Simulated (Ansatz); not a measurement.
Consider the ligand exchange at a Ge–Br bond: `[CH3][Ge]([F])([F])[Br]` + CH₃SH → `C[S][Ge]([CH3])([F])[F]` + HBr.

Computed with Ansatz on PBE0-D4/def2-TZVP structures; ΔE is electronic, products minus reactants. CCSD(T)/CBS adds triple-zeta CCSD(T) − MP2 to the extrapolated MP2 energy (def2 sets, frozen cores). This one scheme is used for every species. DFT in def2-TZVPP. B3LYP here is the variant with VWN-RPA as its local correlation; programs differ in this. For Br, Ge outer-core shells are correlated without core-valence functions, which leaves a few kJ/mol of doubt a bond. Scalar relativity is left out up to krypton. Each species was taken in one conformer, which may not be the lowest.

| level | ΔE (kJ/mol) | difference from CCSD(T)/CBS |
| --- | --- | --- |
| PBE-D4 | 28.8 | -2.2 |
| BLYP-D4 | 28.9 | -2.1 |
| r2SCAN-D4 | 32.6 | 1.6 |
| B3LYP-D4 | 31.8 | 0.8 |
| r2SCAN0-D4 | 34.5 | 3.5 |
| BHLYP-D4 | 36.0 | 5.0 |
| CAM-B3LYP-D4 | 33.0 | 2.0 |
| ωB97X-V | 33.9 | 2.9 |
| B2PLYP | 35.8 | 4.8 |
| revPBE | 35.0 | 4.0 |
| PBE0 | 35.4 | 4.4 |
| r2SCANh | 34.9 | 3.9 |
| LC-ωPBE | 34.6 | 3.6 |
| HF/def2-SVP | 41.5 | 10.5 |
| MP2/def2-SVP | 31.7 | 0.7 |
| SCS-MP2/def2-TZVPP | 34.2 | 3.2 |
| CCSD(T)/CBS | 31.0 | 0 |

Largest T1 diagnostic among the species: 0.011.

From BLYP to BHLYP (50 % exact exchange), in def2-TZVPP and without D4, ΔE moves by +4.3 kJ/mol. Leaving LDA and LC-ωPBE aside and taking each functional with its dispersion term where it has one, the values, not all of them listed here, spread over 9.1 kJ/mol, from revPBE-D4 to BHLYP-D4. LDA lies −5.4 kJ/mol from PBE without D4. In def2-TZVPP, CCSD(T) changes the Hartree–Fock value by −16.5 kJ/mol (the triples alone add −2.6 kJ/mol) and MP2 by −16.1 kJ/mol.
